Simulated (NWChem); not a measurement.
# AlPH4; SMILES [AlH2][PH2]

```xyz
6

Al     0.1028     1.2817    -0.0281
H     -1.2023     1.9760     0.5569
H      1.3179     2.1457    -0.5804
P      0.1528    -1.0329    -0.2603
H     -0.4106    -1.3055     1.0232
H      1.5128    -1.1763     0.1511
```
Atoms are numbered in this order, from 1.

Program: NWChem. Geometry: optimised at PBE0/def2-SVP. Vzz is the largest principal value of the second derivative of the potential at the nucleus (NWChem prints the opposite sign); η is the asymmetry. Non-relativistic.

### Question
What does the run give for Hartree-Fock/cc-pVTZ? Quantities: Vzz Al1 (a.u.); η Al1.

### Answer
```
Quantity        Value
--------------  -----
Vzz Al1 (a.u.)  1.391
η Al1            0.16
```
